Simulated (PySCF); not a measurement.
Constitutional and geometric isomers with formula C4H3N. Isolated molecules, 0 K electronic values unless said otherwise. Strings in code marks are SMILES.

Computed with B3LYP-D3(BJ)/def2-TZVP (PySCF 2.14.0). B3LYP has the VWN-RPA correlation part, as in Gaussian. Excitations are Tamm–Dancoff values on a coarser integration grid. The basis has no diffuse functions, so Rydberg states are missing or too high.

```
species         S1–T1 gap (TDA) (eV)  dipole moment (D)  T1 excitation (TDA) (eV)
--------------  --------------------  -----------------  ------------------------
`C(NC#C)#C`                     0.27               1.17                      4.71
`N#CC1C=C1`                     1.58                  …                      4.49
`c1(=N)c2c1C2`                  1.33               3.32                      2.72
`CC#CC#N`                          –                  …                         –
`C#CCC#N`                       1.11               3.70                      5.49
`C(#N)C1=CC1`                   1.96               4.02                      3.40
`C#CC#CN`                          …                  …                      3.71
`C=C=NC#C`                         …               1.22                      3.42
`C(=N)=C1C=C1`                     …               3.31                         …
`C#CC=C=N`                      0.44               1.61                      3.74
`C=C=CC#N`                      1.47               4.44                      4.00
`C=C=C=C=N`                        …               1.51                      2.53
```

### Question
Complete the blanks.

### Answer

- `N#CC1C=C1`, dipole moment (D): 4.55
- `CC#CC#N`, dipole moment (D): 5.33
- `C#CC#CN`, S1–T1 gap (TDA) (eV): 0.30
- `C#CC#CN`, dipole moment (D): 2.76
- `C=C=NC#C`, S1–T1 gap (TDA) (eV): 0.32
- `C(=N)=C1C=C1`, S1–T1 gap (TDA) (eV): 0.73
- `C(=N)=C1C=C1`, T1 excitation (TDA) (eV): 2.60
- `C=C=C=C=N`, S1–T1 gap (TDA) (eV): 0.31
